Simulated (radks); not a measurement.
Charge is removed step by step from the 3p down level of the osmium ion Os49+, starting from [Ne] 3s2 3p(up 3, down 3) 3d9. Method: scalar-relativistic Kohn-Sham, PBE, spin-polarised, spherical densities, point nucleus; open shells are filled with parallel spins first (spin-orbit coupling, left out, can overturn this in heavy ions); computed with a radial shooting solver on a logarithmic mesh with Libxc functionals.

[
 {"removed (e)": "0", "E - E(0) (eV)": "0.000", "eigenvalue (eV)": "-4989.7", "E minus straight line (eV)": "0.000"},
 {"removed (e)": "0.1", "E - E(0) (eV)": "499.22", "eigenvalue (eV)": "-5001.5", "E minus straight line (eV)": "-5.327"},
 {"removed (e)": "0.2", "E - E(0) (eV)": "999.63", "eigenvalue (eV)": "-5013.3", "E minus straight line (eV)": "-9.471"},
 {"removed (e)": "0.3", "E - E(0) (eV)": "1501.2", "eigenvalue (eV)": "-5025.2", "E minus straight line (eV)": "-12.431"},
 {"removed (e)": "0.4", "E - E(0) (eV)": "2004.0", "eigenvalue (eV)": "-5037.0", "E minus straight line (eV)": "-14.209"},
 {"removed (e)": "0.5", "E - E(0) (eV)": "2508.0", "eigenvalue (eV)": "-5048.8", "E minus straight line (eV)": "-14.802"},
 {"removed (e)": "0.6", "E - E(0) (eV)": "3013.1", "eigenvalue (eV)": "-5060.7", "E minus straight line (eV)": "-14.211"},
 {"removed (e)": "0.7", "E - E(0) (eV)": "3519.4", "eigenvalue (eV)": "-5072.5", "E minus straight line (eV)": "-12.436"},
 {"removed (e)": "0.8", "E - E(0) (eV)": "4026.9", "eigenvalue (eV)": "-5084.3", "E minus straight line (eV)": "-9.476"},
 {"removed (e)": "0.9", "E - E(0) (eV)": "4535.6", "eigenvalue (eV)": "-5096.2", "E minus straight line (eV)": "-5.331"},
 {"removed (e)": "1", "E - E(0) (eV)": "5045.5", "eigenvalue (eV)": "-5108.0", "E minus straight line (eV)": "0.000"}
]

Removing the whole electron costs 5045.5 eV by Delta-SCF, against 4989.7 eV from minus the eigenvalue at the starting occupation. Slater's transition state (half an electron removed) gives 5048.8 eV. Integrating minus the eigenvalue over the occupation (Janak's theorem) gives 5048.8 eV. In this scalar-relativistic scheme the density is built from large components alone, so the theorem holds only approximately. The mean slope of the eigenvalue, de/dn, is 118 eV per electron.
